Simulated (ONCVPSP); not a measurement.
# P ONCV: all-electron and pseudo phase curves

- Element: P (Z = 15)
- Generator: ONCVPSP 4.0.1
- Type: optimised norm-conserving Vanderbilt (ONCV)
- Functional: PBE
- Relativity: scalar-relativistic
- Frozen core: [Ne]
- Valence charge: 5
- Reference configuration: 3s2 3p2 (charge +1)
- Partial waves: 3s: rc 1.65 bohr, ncon 4, nbas 8, qcut 5 1/bohr, 1 projector; 3p: rc 1.65 bohr, ncon 5, nbas 9, qcut 4.1 1/bohr, local; d scattering state at 0.42 Ha: rc 1.65 bohr, ncon 3, nbas 6, qcut 5.5 1/bohr, 3 projectors, debl 3.2 Ha
- Local potential: the p channel
- Core correction: polynomial model core, fcfact 0.55

The phase is arctan(r·R′/R) of the radial function R(r), unwrapped; energies in Ha, scanned from -2 to 5 Ha. A pole is an energy at which the radial function vanishes at the test radius. The pseudo phase is shifted by a multiple of π to meet the all-electron one at the reference energy, and phase errors are pseudo minus all-electron; the curves can meet again beyond the range given. Levels narrower than the energy grid can be missing from the lists of poles.

For each channel, where are the poles, and over which energies does the pseudopotential scatter like the atom?

```
channel  radius (bohr)  reference energy (Ha)  poles, all-electron  poles, pseudo  unbroken range about the reference energy with phases within 0.05 rad  phase error 1 Ha above the reference energy (rad)
      s           1.68                  -0.86                 1.34           1.25                                                              below 2.7                                             -0.003
      p           1.68                  -0.52                 1.85           1.69                                                              below 2.7                                             -0.006
      d           1.68                   0.42                 2.03           2.03                                                        the whole range                                             -0.000
```

Phases in the s channel:

```json
{"E (Ha)": "-1.98", "all-electron": "0.583", "pseudo": "0.575"}
{"E (Ha)": "-1.80", "all-electron": "0.391", "pseudo": "0.383"}
{"E (Ha)": "-1.62", "all-electron": "0.144", "pseudo": "0.137"}
{"E (Ha)": "-1.44", "all-electron": "-0.145", "pseudo": "-0.149"}
{"E (Ha)": "-1.26", "all-electron": "-0.435", "pseudo": "-0.437"}
{"E (Ha)": "-1.08", "all-electron": "-0.685", "pseudo": "-0.685"}
{"E (Ha)": "-0.90", "all-electron": "-0.880", "pseudo": "-0.880"}
{"E (Ha)": "-0.72", "all-electron": "-1.028", "pseudo": "-1.028"}
{"E (Ha)": "-0.54", "all-electron": "-1.139", "pseudo": "-1.139"}
{"E (Ha)": "-0.36", "all-electron": "-1.224", "pseudo": "-1.225"}
{"E (Ha)": "-0.18", "all-electron": "-1.291", "pseudo": "-1.293"}
{"E (Ha)": "0.00", "all-electron": "-1.346", "pseudo": "-1.348"}
{"E (Ha)": "0.18", "all-electron": "-1.391", "pseudo": "-1.394"}
{"E (Ha)": "0.36", "all-electron": "-1.429", "pseudo": "-1.433"}
{"E (Ha)": "0.54", "all-electron": "-1.461", "pseudo": "-1.466"}
{"E (Ha)": "0.72", "all-electron": "-1.490", "pseudo": "-1.496"}
{"E (Ha)": "0.90", "all-electron": "-1.516", "pseudo": "-1.523"}
{"E (Ha)": "1.08", "all-electron": "-1.540", "pseudo": "-1.548"}
{"E (Ha)": "1.26", "all-electron": "-1.561", "pseudo": "-1.572"}
{"E (Ha)": "1.44", "all-electron": "-1.582", "pseudo": "-1.594"}
{"E (Ha)": "1.62", "all-electron": "-1.602", "pseudo": "-1.616"}
{"E (Ha)": "1.80", "all-electron": "-1.621", "pseudo": "-1.639"}
{"E (Ha)": "1.98", "all-electron": "-1.640", "pseudo": "-1.661"}
{"E (Ha)": "2.16", "all-electron": "-1.660", "pseudo": "-1.686"}
{"E (Ha)": "2.34", "all-electron": "-1.680", "pseudo": "-1.712"}
{"E (Ha)": "2.52", "all-electron": "-1.701", "pseudo": "-1.740"}
{"E (Ha)": "2.70", "all-electron": "-1.723", "pseudo": "-1.774"}
{"E (Ha)": "2.88", "all-electron": "-1.748", "pseudo": "-1.813"}
{"E (Ha)": "3.06", "all-electron": "-1.775", "pseudo": "-1.861"}
{"E (Ha)": "3.24", "all-electron": "-1.806", "pseudo": "-1.922"}
{"E (Ha)": "3.42", "all-electron": "-1.842", "pseudo": "-2.006"}
{"E (Ha)": "3.60", "all-electron": "-1.885", "pseudo": "-2.126"}
{"E (Ha)": "3.78", "all-electron": "-1.938", "pseudo": "-2.310"}
{"E (Ha)": "3.96", "all-electron": "-2.005", "pseudo": "-2.608"}
{"E (Ha)": "4.14", "all-electron": "-2.093", "pseudo": "-3.055"}
{"E (Ha)": "4.32", "all-electron": "-2.214", "pseudo": "-3.542"}
{"E (Ha)": "4.50", "all-electron": "-2.385", "pseudo": "-3.900"}
{"E (Ha)": "4.68", "all-electron": "-2.628", "pseudo": "-4.124"}
{"E (Ha)": "4.86", "all-electron": "-2.956", "pseudo": "-4.265"}
```
